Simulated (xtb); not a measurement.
C$_{5}$H$_{9}$O$_{2}$ (SMILES [CH2]C(C)OC(C)=O), doublet, geometry from GFN2-xTB; GFN2-xTB (xtb).

Input for xtb:
```
$ xtb mol.xyz --gfn 2 --uhf 1 --grad --json

# file mol.xyz
16

C     -1.93226118    -0.87877838    -1.08309144
C     -1.16615806    -0.14511909    -0.07081910
C     -1.75632854     1.22564485     0.26526519
O      0.19073755     0.01307569    -0.54660046
C      1.17683098    -0.11673203     0.33964215
C      2.51978152     0.05901122    -0.32114520
O      1.00976696    -0.36191531     1.50618197
H     -1.44871035    -1.62616847    -1.67889592
H     -2.96093549    -0.64248765    -1.26083837
H     -1.08549622    -0.72327435     0.87341570
H     -1.76997595     1.85092644    -0.62406514
H     -2.77012522     1.10472935     0.63505391
H     -1.15615889     1.71025297     1.03154598
H      2.90572232    -0.92450228    -0.58295465
H      2.41993657     0.65210946    -1.22451736
H      3.21051858     0.52497187     0.37549431
```

Output, abridged:

```
   ID    Z sym.   atoms
    1    6 C      1-3, 5, 6
    2    8 O      4, 7
    3    1 H      8-16

           -------------------------------------------------
          |                Calculation Setup                |
           -------------------------------------------------

           -------------------------------------------------
          |                 G F N 2 - x T B                 |
           -------------------------------------------------

          ...................................................
          :                      SETUP                      :
          :.................................................:
          :  # basis functions                  37          :
          :  # atomic orbitals                  37          :
          :  # shells                           23          :
          :  # electrons                        41          :
          :  max. iterations                   250          :
          :  Hamiltonian                  GFN2-xTB          :
          :  restarted?                      false          :
          :  GBSA solvation                  false          :
          :  PC potential                    false          :
          :  electronic temp.          300.0000000     K    :
          :  accuracy                    1.0000000          :
          :  -> integral cutoff          0.2500000E+02      :
          :  -> integral neglect         0.1000000E-07      :
          :  -> SCF convergence          0.1000000E-05 Eh   :
          :  -> wf. convergence          0.1000000E-03 e    :
          :  Broyden damping             0.4000000          :
          :  net charge                          0          :
          :  unpaired electrons                  1          :
          ...................................................

 iter      E             dE          RMSdq      gap      omega  full diag
   1    -23.5567197 -0.235567E+02  0.427E+00    3.66       0.0  T
   2    -23.6129904 -0.562707E-01  0.227E+00    2.73       1.0  T
   3    -23.6159936 -0.300313E-02  0.124E+00    3.07       1.0  T
   4    -23.6187213 -0.272771E-02  0.156E-01    2.69       1.0  T
   5    -23.6188297 -0.108397E-03  0.704E-02    2.73       1.0  T
   6    -23.6188361 -0.637779E-05  0.275E-02    2.74       1.0  T
   7    -23.6188378 -0.170549E-05  0.900E-03    2.74       2.8  T
   8    -23.6188380 -0.197914E-06  0.199E-03    2.74      12.6  T
   9    -23.6188380 -0.891173E-08  0.940E-04    2.74      26.6  T
  10    -23.6188380 -0.180550E-08  0.187E-04    2.74     133.4  T

   *** convergence criteria satisfied after 10 iterations ***

         :::::::::::::::::::::::::::::::::::::::::::::::::::::
         ::                     SUMMARY                     ::
         :::::::::::::::::::::::::::::::::::::::::::::::::::::
         :: total energy             -23.354753667871 Eh    ::
         :: gradient norm              0.000090870415 Eh/a0 ::
         :: HOMO-LUMO gap              2.736820131263 eV    ::
         ::.................................................::
         :: SCC energy               -23.618812812598 Eh    ::
         :: -> isotropic ES            0.047671613670 Eh    ::
         :: -> anisotropic ES          0.001648537673 Eh    ::
         :: -> anisotropic XC          0.007024493999 Eh    ::
         :: -> dispersion             -0.008974825408 Eh    ::
         :: repulsion energy           0.264059144728 Eh    ::
         :: add. restraining           0.000000000000 Eh    ::
         :: total charge               0.000000000000 e     ::
         :::::::::::::::::::::::::::::::::::::::::::::::::::::

           -------------------------------------------------
          |                Property Printout                |
           -------------------------------------------------

    * Orbital Energies and Occupations

         #    Occupation            Energy/Eh            Energy/eV
      -------------------------------------------------------------
         1        2.0000           -0.7422421             -20.1974
       ...           ...                  ...                  ...
         9        2.0000           -0.5641392             -15.3510
        10        2.0000           -0.5415452             -14.7362
        11        2.0000           -0.5176119             -14.0849
        12        2.0000           -0.5069236             -13.7941
        13        2.0000           -0.4959952             -13.4967
        14        2.0000           -0.4876220             -13.2689
        15        2.0000           -0.4826147             -13.1326
        16        2.0000           -0.4734632             -12.8836
        17        2.0000           -0.4669927             -12.7075
        18        2.0000           -0.4543356             -12.3631
        19        2.0000           -0.4459536             -12.1350
        20        2.0000           -0.4205927             -11.4449
        21        1.0000           -0.3275914              -8.9142 (HOMO)
        22                         -0.2270151              -6.1774 (LUMO)
        23                         -0.0077118              -0.2098
        24                          0.0860100               2.3405
        25                          0.1276102               3.4725
        26                          0.1330892               3.6215
        27                          0.1466478               3.9905
        28                          0.1580651               4.3012
        29                          0.1677540               4.5648
        30                          0.1834642               4.9923
        31                          0.2065359               5.6201
        32                          0.2155080               5.8643
       ...                                ...                  ...
        37                          0.6530253              17.7697
      -------------------------------------------------------------
                  HL-Gap            0.1005763 Eh            2.7368 eV
             Fermi-level           -0.3256976 Eh           -8.8627 eV

     #   Z          covCN         q      C6AA      α(0)
     1   6 C        2.836    -0.121    31.072     9.135
     2   6 C        3.742     0.124    18.630     6.158
     3   6 C        3.753    -0.114    22.735     6.799
     4   8 O        1.703    -0.271    18.487     5.805
     5   6 C        2.708     0.364    20.827     7.470
     6   6 C        3.753    -0.146    23.374     6.894
     7   8 O        0.856    -0.415    21.983     6.286
     8   1 H        0.926     0.056     2.245     2.343
     9   1 H        0.927     0.054     2.272     2.357
    10   1 H        0.922     0.076     2.020     2.223
    11   1 H        0.925     0.055     2.257     2.349
    12   1 H        0.925     0.054     2.271     2.357
    13   1 H        0.925     0.054     2.271     2.356
    14   1 H        0.925     0.080     1.978     2.199
    15   1 H        0.925     0.072     2.063     2.246
    16   1 H        0.925     0.077     2.010     2.217

 Mol. C6AA /au·bohr⁶  :       2126.892091
 Mol. C8AA /au·bohr⁸  :      46263.027947
 Mol. α(0) /au        :         69.194266

Wiberg/Mayer (AO) data.
largest (>0.10) Wiberg bond orders for each atom

 ---------------------------------------------------------------------------
     #   Z sym  total        # sym  WBO       # sym  WBO       # sym  WBO
 ---------------------------------------------------------------------------
     1   6 C    3.204 --     2 C    1.098     9 H    0.982     8 H    0.981
     2   6 C    3.927 --     1 C    1.098     3 C    0.985    10 H    0.902
                             4 O    0.902
     3   6 C    3.992 --    11 H    0.986    13 H    0.986     2 C    0.985
                            12 H    0.983
     4   8 O    2.312 --     5 C    1.147     2 C    0.902     7 O    0.174
     5   6 C    3.918 --     7 O    1.742     4 O    1.147     6 C    0.983
     6   6 C    3.991 --     5 C    0.983    15 H    0.980    16 H    0.975
                            14 H    0.956
     7   8 O    2.044 --     5 C    1.742     4 O    0.174
     8   1 H    0.997 --     1 C    0.981
     9   1 H    0.996 --     1 C    0.982
    10   1 H    0.991 --     2 C    0.902
    11   1 H    0.997 --     3 C    0.986
    12   1 H    0.997 --     3 C    0.983
    13   1 H    0.997 --     3 C    0.986
    14   1 H    0.994 --     6 C    0.956
    15   1 H    0.995 --     6 C    0.980
    16   1 H    0.994 --     6 C    0.975
 ---------------------------------------------------------------------------

Topologies differ in total number of bonds
Writing topology from bond orders to xtbtopo.mol

molecular dipole:
                 x           y           z       tot (Debye)
 q only:       -0.187       0.248      -0.681
   full:       -0.123       0.251      -0.754       2.043
molecular quadrupole (traceless):
                xx          xy          yy          xz          yz          zz
 q only:        6.511       0.051      -0.503      -3.318       1.523      -6.008
  q+dip:        6.160      -0.357       0.392      -3.470       2.063      -6.552
   full:        6.166      -0.230       0.957      -3.732       2.059      -7.124

           -------------------------------------------------
          | TOTAL ENERGY              -23.354753667871 Eh   |
          | GRADIENT NORM               0.000090870415 Eh/α |
          | HOMO-LUMO GAP               2.736820131263 eV   |
           -------------------------------------------------

normal termination of xtb
```
